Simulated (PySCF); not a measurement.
# Energy of Ar²⁺ (argon, charge +2) between two integer charges

The 3p beta orbital of [Ne] 3s2 3p4 is emptied in steps (occupation f), with all orbitals relaxed, ending at [Ne] 3s2 3p3. Calculation: PySCF 2.14, in x2c-TZVPall (5s5p2d1f, 37 functions); the spin-free X2C one-electron Hamiltonian (Gaussian nucleus). The exact energy is a straight line in f; departures are measured from the line between the end points of the same method.

Among UHF, LDA, PBE, PBE0, r2SCAN, LC-wPBE, BHandHLYP, wB97X, MN15, B3LYP, which shows the largest delocalisation error (convex curve), and which is closest to linear?

Most convex: LDA (-1.686 eV at f = 0.5); closest to linear: UHF (0.249 eV).

```tsv
f	UHF (eV)	LDA (eV)	PBE (eV)	PBE0 (eV)	r2SCAN (eV)	LC-wPBE (eV)	BHandHLYP (eV)	wB97X (eV)	MN15 (eV)	B3LYP (eV)
1	0.000	0.000	0.000	0.000	0.000	0.000	0.000	0.000	0.000	0.000
0.75	0.191	-1.265	-1.228	-0.879	-1.133	-0.321	-0.552	-0.400	-0.717	-0.971
0.5	0.249	-1.686	-1.629	-1.164	-1.491	-0.418	-0.740	-0.531	-0.936	-1.295
0.25	0.182	-1.262	-1.211	-0.864	-1.100	-0.303	-0.559	-0.398	-0.681	-0.970
0	0.000	0.000	0.000	0.000	0.000	0.000	0.000	0.000	0.000	0.000
```

```csv
method,E(f=0) − E(f=1) (eV),−ε at f=1 (eV),−ε at f=0.5 (eV)
UHF,39.360,40.404,39.337
LDA,40.831,34.091,40.839
PBE,40.722,34.158,40.764
PBE0,40.713,36.005,40.751
r2SCAN,40.668,34.564,40.759
LC-wPBE,40.901,39.162,40.947
BHandHLYP,40.655,37.720,40.637
wB97X,40.729,38.584,40.738
MN15,40.972,37.100,41.066
B3LYP,40.862,35.683,40.866
```

Reference removal energy between the ground levels: 40.735 ± 0.012 eV (semi-empirical (NIST evaluation); NIST Atomic Spectra Database, ionization energies). The calculation has no spin-orbit coupling. UHF lacks correlation.
